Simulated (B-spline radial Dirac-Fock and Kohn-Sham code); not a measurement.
# Relativistic shifts of the levels of Tl⁶⁸⁺

System: Tl⁶⁸⁺, [Ne] 3s2 3p1.

Both columns are ΔSCF binding energies of the configuration average from a radial atomic solver: non-relativistic Hartree-Fock with a point nucleus, and Dirac-Fock with a finite nucleus and the Coulomb interaction alone, averaged over the two j levels with weights 2j+1.

| shell | Hartree-Fock (eV) | Dirac-Fock (eV) | shift (eV) | shift (%) |
| --- | --- | --- | --- | --- |
| 1s | 83471.4 | 92163.6 | +8692.27 | +10.41 |
| 2s | 18745.4 | 21238.7 | +2493.28 | +13.30 |
| 2p | 18298.8 | 19235.5 | +936.76 | +5.12 |
| 3s | 7826.3 | 8611.5 | +785.12 | +10.03 |
| 3p | 7691.4 | 8053.1 | +361.71 | +4.70 |

Relativity binds 1s, 2s, 2p, 3s, 3p more strongly, among those listed most of all 2s in relative terms.

Values without a named source are computed, but for edge energies of neutral atoms, which are taken from tables.
